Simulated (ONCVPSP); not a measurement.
## u(r) = r·R(r): atom against pseudo-atom (Ir (Z = 77))

Columns: radius, all-electron u(r) and pseudo u(r) of the 5d shell (level -7.00 eV) of iridium in the configuration [Kr] 4d10 4f14 5s2 5p6 5d7 6s2; BLYP, scalar-relativistic, ONCV scheme, ONCVPSP 4.0.1.

| r (bohr) | all-electron | pseudo |
| --- | --- | --- |
| 0.120 | 0.2520 | 0.0029 |
| 0.240 | -0.1603 | 0.0223 |
| 0.360 | -0.3880 | 0.0706 |
| 0.480 | -0.2498 | 0.1528 |
| 0.600 | 0.0326 | 0.2653 |
| 0.720 | 0.3123 | 0.3974 |
| 0.840 | 0.5333 | 0.5335 |
| 0.960 | 0.6854 | 0.6574 |
| 1.080 | 0.7767 | 0.7555 |
| 1.200 | 0.8205 | 0.8199 |
| 1.320 | 0.8300 | 0.8486 |
| 1.440 | 0.8160 | 0.8452 |
| 1.560 | 0.7868 | 0.8170 |
| 1.680 | 0.7484 | 0.7728 |
| 1.800 | 0.7049 | 0.7208 |
| 1.920 | 0.6592 | 0.6674 |
| 2.040 | 0.6132 | 0.6163 |
| 2.160 | 0.5681 | 0.5688 |
| 2.280 | 0.5248 | 0.5249 |
| 2.400 | 0.4837 | 0.4837 |
| 2.520 | 0.4451 | 0.4450 |
| 2.640 | 0.4089 | 0.4089 |
| 2.760 | 0.3753 | 0.3753 |
| 2.880 | 0.3442 | 0.3442 |
| 3.000 | 0.3155 | 0.3155 |
| 3.120 | 0.2890 | 0.2890 |

(1) How many radial nodes do the two functions have?

(2) At about which radius was the pseudo-wave matched?

(3) Where does each function peak?

(4) Is the pseudo-wave norm-conserving?

## Answers

(1) The all-electron 5d function has n − l − 1 = 2; the pseudo-wave has 0, since the states of the same l below it are removed with the core.

(2) 2.40 bohr, where the columns begin to agree (steps of 0.12 bohr).

(3) Outermost all-electron maximum near 1.32 bohr, pseudo maximum near 1.32 bohr (to the table’s step).

(4) Yes: the ONCV scheme keeps the norm inside the radius equal to the all-electron one, which fixes the energy derivative of the logarithmic derivative at the level.
